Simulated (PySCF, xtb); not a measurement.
CH3BrClIn, SMILES [Br][In]([Cl])[CH3].

GFN2-xTB (xtb) at its own geometry gives an orbital gap of 3.08 eV and a dipole moment of 5.53 D.

Coordinates come from a PBE-D3(BJ)/def2-SVP optimisation. The structure was generated by enumeration; whether it is a known compound was not checked. The def2 effective core potentials stand for the cores of In; spin–orbit coupling is left out.

### Question
What does ωB97X/def2-TZVP in PySCF give? (Estimate from the structure and the level; the computed values follow.)

### Answer
gap 10.46 eV (levels -10.52 and -0.06 eV), dipole 3.75 D.
